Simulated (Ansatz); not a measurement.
Reaction (ligand exchange at the Si–C bond): `F/C(S)=C\[SiH3]` + `[OH][Al]([OH])[OH]` → `[OH][Al]([OH])[O][SiH3]` + `C=C(F)S`

Program: Ansatz. Geometries: PBE0-D4/def2-TZVP. ΔE: electronic, gas phase. CCSD(T)/CBS is the MP2 limit (def2-TZVPP, def2-QZVPP) plus CCSD(T) − MP2 in def2-TZVPP, frozen cores. This one scheme is used for every species. DFT in def2-TZVPP. B3LYP here is the variant with VWN-RPA as its local correlation; programs differ in this. One conformer a species, not always the lowest.

`F/C(S)=C\[SiH3]`:

Z-matrix (Å, degrees):
```
Si
C 1 1.857
H 1 1.483 2 111.0
H 1 1.488 2 110.6 3 121.2
H 1 1.487 2 108.6 3 -120.6
C 2 1.327 1 125.0 3 -19.0
H 2 1.085 1 119.3 3 160.5
S 6 1.750 2 125.4 1 172.3
F 6 1.338 2 121.5 1 -4.0
H 8 1.344 6 95.5 2 151.7
```

`[OH][Al]([OH])[OH]`:

Cartesian coordinates in Å:
```
O 1.663 -0.282 0.085
Al 0.000 0.000 0.000
O -0.707 1.183 0.976
O -0.956 -0.901 -1.061
H 2.236 0.208 0.673
H -1.644 1.372 0.956
H -0.593 -1.579 -1.628
```

`[OH][Al]([OH])[O][SiH3]`:

Z-matrix (Å, degrees):
```
Si
O 1 1.624
H 1 1.487 2 110.4
H 1 1.487 2 109.5 3 -119.6
H 1 1.487 2 110.7 3 120.6
Al 2 1.675 1 162.6 3 -69.6
O 6 1.688 2 121.6 1 179.7
O 6 1.685 2 118.9 1 -0.3
H 7 0.955 6 123.0 2 0.0
H 8 0.956 6 122.0 2 -179.9
```

`C=C(F)S`:

```xyz
7

C    -0.224    0.230    0.898
C     0.425    0.262   -0.254
F     1.451    1.100   -0.439
S     0.178   -0.668   -1.719
H    -1.052   -0.443    1.054
H     0.080    0.891    1.699
H    -0.858   -1.371   -1.238
```

| level | ΔE (kcal/mol) |
| --- | --- |
| r2SCAN | -22.2 |
| B3LYP | -23.8 |
| MP2/def2-TZVPP | -22.7 |
| MP2/def2-QZVPP | -22.9 |

What does CCSD(T)/CBS give? (An estimate is asked.)

Computed: -23.0 kcal/mol. The listed levels differ from it by 0.8, -0.8, 0.3, 0.1 kcal/mol.

Largest T1 diagnostic among the species: 0.013.

From PBE to PBE0 (25 % exact exchange), in def2-TZVPP and without D4, ΔE moves by −1.8 kcal/mol. In def2-TZVPP, CCSD(T) changes the Hartree–Fock value by +6.2 kcal/mol (the triples alone add +1.1 kcal/mol) and MP2 by +6.5 kcal/mol.
